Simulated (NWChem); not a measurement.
System: CH4FGaO; SMILES C[O][GaH][F]

NWChem input:

```
start job
memory heap 200 mb stack 900 mb global 1100 mb
geometry units angstroms noautosym nocenter noautoz
  Ga    -0.248150     0.423422     0.000588
  H     -1.793697     0.530858     0.004936
  F      0.760749     1.847960    -0.004415
  O      0.705105    -1.065898     0.003012
  C      0.189690    -2.365418    -0.001511
  H      0.514293    -2.904551    -0.909155
  H      0.567428    -2.928486     0.870086
  H     -0.916731    -2.408723     0.031124
end
basis spherical
  Ga library pcsseg-1
  H library pcsseg-1
  F library pcsseg-1
  O library pcsseg-1
  C library pcsseg-1
end
dft
  xc bhlyp
  iterations 150
end
property
  shielding
  efieldgrad
end
task dft property
```

The geometry was optimised at PBE0/def2-SVP.

GIAO values for the isolated, static molecule; σ is the absolute isotropic shielding, δ = σ(reference) − σ with the isolated reference molecule computed at the same levels (13C: tetramethylsilane, 19F: trichlorofluoromethane, 1H: tetramethylsilane, 17O: water).

Atoms are numbered as in the input.

### Question
Give the results of this calculation. (BHandHLYP/pcSseg-1, GIAO.) Quantities: σ Ga1 (ppm); δ H2 (ppm); δ F3 (ppm); δ O4 (ppm); δ C5 (ppm); δ H6 (rotor mean) (ppm).

### Answer
```
Quantity                  Value
-----------------------  ------
σ Ga1 (ppm)              1565.8
δ H2 (ppm)                 5.03
δ F3 (ppm)               -146.3
δ O4 (ppm)                 68.0
δ C5 (ppm)                 54.2
δ H6 (rotor mean) (ppm)    3.87
```
